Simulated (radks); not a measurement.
Task: Ionisation ladder of tellurium, from Te I to Te VII. Each ion is in the ground configuration listed by NIST, and IE = E(next ion) - E(this ion). Calculated with a radial shooting solver on a logarithmic mesh with Libxc functionals: Dirac Kohn-Sham, PBEsol, spin-unpolarised, spherical densities, finite nucleus; open shells fill j = l - 1/2 first; Fermi nuclear charge, rms radius 4.7423 fm.

species      configuration  IE, Delta-SCF (eV)  <r> HOMO (bohr)
Te I     [Kr] 4d10 5s2 5p4                   ?             2.71
Te II    [Kr] 4d10 5s2 5p3                   ?             2.51
Te III   [Kr] 4d10 5s2 5p2              27.603             2.29
Te IV    [Kr] 4d10 5s2 5p1              37.387             2.18
Te V         [Kr] 4d10 5s2                   ?             1.86
Te VI        [Kr] 4d10 5s1              71.002             1.81
Te VII           [Kr] 4d10              123.90            0.949

Estimate the withheld Delta-SCF values.

Result: Te I: 9.371 eV (NIST 9.010); Te II: 17.488 eV (NIST 18.6); Te V: 59.124 eV (NIST 59).

Beside tabulated values, note that spin-unpolarised runs miss the spin-polarisation part of the exchange energy of open shells.
